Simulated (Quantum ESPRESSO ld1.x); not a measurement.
The numbers below are computed, except where a source is named.
Task: These are the eigenvalues of the occupied orbitals of an atom or ion with whole-number occupations (hartree). Code: ld1.x of Quantum ESPRESSO 7.5. Model: non-relativistic Kohn-Sham, LDA (Slater exchange, Perdew-Zunger correlation), spin-polarised, spherical densities, point nucleus.

1s up: -25.9233
1s down: -25.8047
2s up: -2.56414
2s down: -2.32088
2p up: -1.89348

Which element is it, and in what charge state? The configuration may be excited. Open shells, if any, are filled with parallel spins first.

Result: Z = 9, fluorine, charge +2: F2+ in [He] 2s2 2p3. The list shows which subshells hold electrons but not how many an open one holds; the 1s level, -25.923 hartree, gives Z - s = 7.2 by -(Z - s)^2/2, which with screening narrows Z to a few neighbours, and the depths of the outer levels then fix element, charge and occupations together.
